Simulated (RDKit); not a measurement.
Job for RDKit: UFF on C2H4ClN (a complex), monomers drawn apart or pushed together.

```python
from rdkit import Chem
from rdkit.Chem import AllChem, rdDetermineBonds

blocks = [
'''2

Cl    0.24530721    1.00910989   -1.14696121
H     0.25030765    0.59688010    0.08579232
''',
'''6

C     0.26602635   -0.78649444    4.22330828
C     0.26097872   -0.32600783    2.84575693
N     0.25729936    0.03800131    1.75781033
H    -0.42791770   -1.61897983    4.34044340
H     1.26659821   -1.11772261    4.50167606
H    -0.03666634    0.02294588    4.88776114
''',
]
mol = None
for b in blocks:
    f = Chem.MolFromXYZBlock(b)
    rdDetermineBonds.DetermineBonds(f, charge=0)
    mol = f if mol is None else Chem.CombineMols(mol, f)
Chem.SanitizeMol(mol)
print(Chem.MolToSmiles(Chem.RemoveHs(mol)))
ff = AllChem.UFFGetMoleculeForceField(mol, vdwThresh=100.0, ignoreInterfragInteractions=False)
e = ff.CalcEnergy()
print(f'UFF energy {e:.6f} kcal/mol')
```

The log:

```
CC#N.Cl
UFF energy 82.757184 kcal/mol
```

The run finished.

Cost: around 0.020 core-seconds (rough).
